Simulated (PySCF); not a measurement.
Ga(F)(vinyl)(OH) (C2H4FGaO), SMILES C=[CH][Ga]([OH])[F].

The structure is a stationary point at PBE-D3(BJ)/def2-SVP. The structure was generated by enumeration; whether it is a known compound was not checked. One conformer was computed; it need not be the lowest.

Computed with PBE/def2-TZVP (PySCF).

The molecule is in vacuum.

```yaml
total_energy: -2178.13147 hartree
point_group: Cs
highest_occupied_level: -7.22 eV
lowest_empty_level: -2.36 eV
orbital_gap: 4.85 eV
dipole_moment: 1.77 D
quadrupole, principal values (traceless, Buckingham form, about the centre of nuclear charge): -8.59, 0.21, 8.38 D·Å
mean_static_polarisability: 54.5 bohr³ (8.07 Å³)
polarisability_principal_values: 36.1, 55.1, 72.2 bohr³
```
